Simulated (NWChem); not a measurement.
System: SiH3O cation; SMILES [SiH2]=[OH+]

NWChem printed, in part:

```
             Northwest Computational Chemistry Package (NWChem) 7.3.0
             --------------------------------------------------------

                             Geometry "geometry" -> ""
                             -------------------------

 Output coordinates in angstroms (scale by  1.889725989 to convert to a.u.)

  No.       Tag          Charge          X              Y              Z
 ---- ---------------- ---------- -------------- -------------- --------------
    1 O                    8.0000    -0.15160400    -1.08937400     0.00000000
    2 Si                  14.0000    -0.05047100     0.49510500     0.00000000
    3 H                    1.0000     0.56946200    -1.74597700     0.00000000
    4 H                    1.0000     1.25511800     1.17544000     0.00000000
    5 H                    1.0000    -1.35521400     1.16226100     0.00000000

 Effective nuclear repulsion energy (a.u.)      58.7208897514

                                 NWChem DFT Module
                                 -----------------

 Summary of "ao basis" -> "ao basis" (spherical)
 ------------------------------------------------------------------------------
       Tag                 Description            Shells   Functions and Types
 ---------------- ------------------------------  ------  ---------------------
 O                          def2-svp                 6       14   3s2p1d
 Si                         def2-svp                 8       18   4s3p1d
 H                          def2-svp                 3        5   2s1p

 in cosmo_initialize ...
 calling solv_data for solv:h2o

 solvent parameters
 solvname_short: h2o
 solvname_long:  water
 dielec:       78.4000
 dielecinf:     1.7769
 aqueous SMD model solvent descriptors
 dielec:       78.4000
 sola:          0.8200

          ---------------
          -cosmo- solvent
          ---------------
 Cosmo: York-Karplus, doi: 10.1021/jp992097l
 dielectric constant -eps-     =  78.40
 screen = (eps-1)/(eps    )    =   0.98724
 surface charge correction     = lagrangian

   van der Waals surface
 --------------------------

 ---------- ATOMIC COORDINATES (A.U.) ------------ VDWR(ANG.) --
     1   -0.28649002   -2.05861836    0.00000000     1.520
     2   -0.09537636    0.93561279    0.00000000     2.470
     3    1.07612714   -3.29941811    0.00000000     1.200
     4    2.37182910    2.22125952    0.00000000     1.200
     5   -2.56098312    2.19635482    0.00000000     1.200
 number of segments per atom =        128
 number of   points per atom =        128
 atom (   nspa,  nppa )
 ----------------------
    1 (     40,     0 )       0
    2 (    110,     0 )       0
    3 (     66,     0 )       0
    4 (     34,     0 )       0
    5 (     32,     0 )       0
 number of -cosmo- surface points =      282
 molecular surface =     81.989 angstrom**2
 molecular volume  =     68.431 angstrom**3
 -lineq- algorithm             =   0
 -bem- low  level              =   3
 -bem- from -octahedral-
 gaussian surface charge width =   4.50000
 degree of switching           =   1.00000
 switching function tolerance  =   0.00010
 atomic radii =
 --------------
    1  8.000  1.520
    2 14.000  2.470
    3  1.000  1.200
    4  1.000  1.200
    5  1.000  1.200
 ...... end of -cosmo- initialization ......

 nat:                     5
 ixmem:                  1509
 calling mnsol_interface()
 G(SMD-CDS) energy (kcal/mol)  =     1.749
 SMD-CDS SASA (angstrom**2)    =    97.588

            General Information
            -------------------
          SCF calculation type: DFT
          Wavefunction type:  closed shell.
          No. of atoms     :     5
          No. of electrons :    24
           Alpha electrons :    12
            Beta electrons :    12
          Charge           :     1
          Spin multiplicity:     1
          Use of symmetry is: off; symmetry adaption is: off
          Maximum number of iterations: 150
          AO basis - number of functions:    47
                     number of shells:    23
          Convergence on energy requested:  1.00D-06
          Convergence on density requested:  1.00D-05
          Convergence on gradient requested:  5.00D-04

              XC Information
              --------------
                         B3LYP Method XC Potential
                     Hartree-Fock (Exact) Exchange  0.200
                        Slater Exchange Functional  0.800 local
                    Becke 1988 Exchange Functional  0.720 non-local
              Lee-Yang-Parr Correlation Functional  0.810
                  VWN I RPA Correlation Functional  0.190 local

             Grid Information
             ----------------
          Grid used for XC integration:  medium
          Radial quadrature: Mura-Knowles
          Angular quadrature: Lebedev.
          Tag              B.-S. Rad. Rad. Pts. Rad. Cut. Ang. Pts.
          ---              ---------- --------- --------- ---------
          O                   0.60       49           8.0       434
          Si                  1.10       88           8.0       590
          H                   0.35       45          10.0       434
          Grid pruning is: on
          Number of quadrature shells:   272
          Spatial weights used:  Erf1

      Superposition of Atomic Density Guess
      -------------------------------------

 Sum of atomic energies:        -364.92753523

 Renormalizing density from      25.00 to     24

      Non-variational initial energy
      ------------------------------

 Total energy =    -356.040650
 1-e energy   =    -596.362848
 2-e energy   =     181.601308
 HOMO         =      -0.752444
 LUMO         =      -0.408682

   convergence    iter        energy       DeltaE   RMS-Dens  Diis-err
 ---------------- ----- ----------------- --------- --------- ---------
     COSMO gas phase
 d= 0,ls=0.0,diis     1   -365.9058830256 -4.25D+02  4.72D-02  2.09D+00
 d= 0,ls=0.0,diis     2   -365.0950439628  8.11D-01  3.80D-02  8.68D+00
 d= 0,ls=0.0,diis     3   -366.0813879464 -9.86D-01  6.24D-03  1.30D-01
 d= 0,ls=0.0,diis     4   -366.0965936082 -1.52D-02  1.46D-03  3.39D-03
 d= 0,ls=0.0,diis     5   -366.0970590911 -4.65D-04  1.60D-04  9.23D-05
  Resetting Diis
 d= 0,ls=0.0,diis     6   -366.0970704815 -1.14D-05  2.17D-05  2.05D-06
 d= 0,ls=0.0,diis     7   -366.0970707263 -2.45D-07  6.01D-06  3.11D-08

   convergence    iter        energy       DeltaE   RMS-Dens  Diis-err
 ---------------- ----- ----------------- --------- --------- ---------
     COSMO solvation phase
 d= 0,ls=0.0,diis     1   -366.2026272823 -1.06D-01  1.39D-03  2.83D-03
 d= 0,ls=0.0,diis     2   -366.2031060007 -4.79D-04  5.66D-04  1.01D-03
 d= 0,ls=0.0,diis     3   -366.2031321407 -2.61D-05  2.79D-04  7.32D-04
 d= 0,ls=0.0,diis     4   -366.2032029287 -7.08D-05  3.52D-05  8.94D-06
 d= 0,ls=0.0,diis     5   -366.2032037431 -8.14D-07  4.79D-06  2.59D-08

         Total DFT energy =     -366.203203743127
      One electron energy =     -610.975140287249
           Coulomb energy =      221.329347452235
    Exchange-Corr. energy =      -30.366928424234
 Nuclear repulsion energy =       58.720889751415

             COSMO energy =       -4.911372235295

 Numeric. integr. density =       23.999994191016

                                COSMO-SMD solvation results
                                ---------------------------

             internal energy in gas <Psi(g)|H|Psi(g)> =      -366.097070726349
         internal energy in solvent <Psi(s)|H|Psi(s)> =      -366.096393292781
                               delta internal energy  =         0.000677433568 (    0.43 kcal/mol)
   total free energy in solvent <Psi(s)|H+V/2|Psi(s)> =      -366.205991243290
 polarization energy contribution <Psi(s)|V/2|Psi(s)> =        -0.109597950508 (  -68.77 kcal/mol)
    total free energy in solvent including G(SMD-CDS) =      -366.203203743127
                       G(SMD-CDS) energy contribution =         0.002787500163 (    1.75 kcal/mol)
     1 M fixed-concentration free energy of solvation =        -0.106133016778 (  -66.60 kcal/mol)

                       DFT Final Molecular Orbital Analysis
                       ------------------------------------

 Vector   10  Occ=2.000000D+00  E=-4.629338D-01
              MO Center= -4.5D-01, -7.5D-02, -3.6D-10, r^2= 2.1D+00
   Bfn.  Coefficient  Atom+Function         Bfn.  Coefficient  Atom+Function
  ----- ------------  ---------------      ----- ------------  ---------------
     4      0.321528  1 O  px                43     -0.290645  5 H  s
     5      0.271073  1 O  py                22      0.251838  2 Si px
     7      0.215997  1 O  px                25      0.200624  2 Si px
    23     -0.158287  2 Si py                 8      0.154145  1 O  py
    19     -0.139580  2 Si px                38      0.118193  4 H  s

 Vector   11  Occ=2.000000D+00  E=-4.299158D-01
              MO Center= -1.3D-01, -9.1D-01,  1.1D-09, r^2= 8.8D-01
   Bfn.  Coefficient  Atom+Function         Bfn.  Coefficient  Atom+Function
  ----- ------------  ---------------      ----- ------------  ---------------
     6      0.592040  1 O  pz                 9      0.416694  1 O  pz
    24      0.170956  2 Si pz                27      0.134646  2 Si pz
    21     -0.091992  2 Si pz                29     -0.077506  2 Si d -1

 Vector   12  Occ=2.000000D+00  E=-4.041493D-01
              MO Center=  2.8D-02,  1.2D-01,  3.5D-10, r^2= 2.6D+00
   Bfn.  Coefficient  Atom+Function         Bfn.  Coefficient  Atom+Function
  ----- ------------  ---------------      ----- ------------  ---------------
     4      0.380633  1 O  px                38     -0.306157  4 H  s
     7      0.253440  1 O  px                43      0.237227  5 H  s
    22     -0.234057  2 Si px                 5      0.171116  1 O  py
    39     -0.170857  4 H  s                 44      0.149085  5 H  s
     3     -0.135562  1 O  s                  8      0.129456  1 O  py

 Vector   13  Occ=0.000000D+00  E=-1.332945D-01
              MO Center= -5.1D-02,  4.6D-01, -1.1D-10, r^2= 2.4D+00
   Bfn.  Coefficient  Atom+Function         Bfn.  Coefficient  Atom+Function
  ----- ------------  ---------------      ----- ------------  ---------------
    27      0.645561  2 Si pz                24      0.472726  2 Si pz
     6     -0.263383  1 O  pz                 9     -0.256601  1 O  pz
    21     -0.227270  2 Si pz                29      0.068557  2 Si d -1

 Vector   14  Occ=0.000000D+00  E=-3.437497D-02
              MO Center=  2.7D-02,  3.6D-01,  4.2D-10, r^2= 3.3D+00
   Bfn.  Coefficient  Atom+Function         Bfn.  Coefficient  Atom+Function
  ----- ------------  ---------------      ----- ------------  ---------------
    18      1.175592  2 Si s                 39     -0.638666  4 H  s
    44     -0.631631  5 H  s                  3     -0.543883  1 O  s
    17      0.502154  2 Si s                 16      0.275835  2 Si s
    38     -0.251816  4 H  s                 43     -0.239442  5 H  s
    26     -0.208014  2 Si py                 2     -0.183413  1 O  s

 Vector   15  Occ=0.000000D+00  E=-5.409717D-03
              MO Center=  2.0D-02,  7.4D-01, -2.9D-11, r^2= 3.4D+00
   Bfn.  Coefficient  Atom+Function         Bfn.  Coefficient  Atom+Function
  ----- ------------  ---------------      ----- ------------  ---------------
    26      1.095826  2 Si py                44     -0.734397  5 H  s
    39     -0.704684  4 H  s                  3      0.557517  1 O  s
    18      0.545660  2 Si s                 17      0.295342  2 Si s
    23      0.260982  2 Si py                32     -0.187376  2 Si d  2
    34     -0.182077  3 H  s                 43     -0.169226  5 H  s

     Multipole analysis of the density
     ---------------------------------

     L   x y z        total         alpha         beta         nuclear
     -   - - -        -----         -----         ----         -------
     0   0 0 0      1.000000    -12.000000    -12.000000     25.000000

     1   1 0 0      0.587200      1.663708      1.663708     -2.740216
     1   0 1 0      0.495949      1.374060      1.374060     -2.252172
     1   0 0 1     -0.000000     -0.000000     -0.000000      0.000000

     2   2 0 0    -11.278033    -12.702128    -12.702128     14.126223
     2   1 1 0     -2.384533     -0.973227     -0.973227     -0.438079
     2   1 0 1     -0.000000     -0.000000     -0.000000      0.000000
     2   0 2 0     -7.798435    -37.300519    -37.300519     66.802603
     2   0 1 1      0.000000      0.000000      0.000000      0.000000
     2   0 0 2    -11.097276     -5.548638     -5.548638      0.000000
```

Level: B3LYP/def2-SVP, SMD on the gas-phase geometry. Geometry: optimised at B3LYP/6-31G* (spherical d). B3LYP is NWChem's, with the RPA form of VWN correlation. Solvent: water.

### Question
Which NWChem input produces such a log?

### Answer
Several could match; the one computed here: the input that was run:
```
start job
memory heap 200 mb stack 900 mb global 1100 mb
charge 1
geometry units angstroms noautosym nocenter noautoz
  O     -0.151604    -1.089374     0.000000
  Si    -0.050471     0.495105     0.000000
  H      0.569462    -1.745977     0.000000
  H      1.255118     1.175440     0.000000
  H     -1.355214     1.162261     0.000000
end
basis spherical
  O library def2-svp
  Si library def2-svp
  H library def2-svp
end
dft
  xc b3lyp
  iterations 150
end
cosmo
  do_cosmo_smd true
  solvent water
end
task dft energy
```
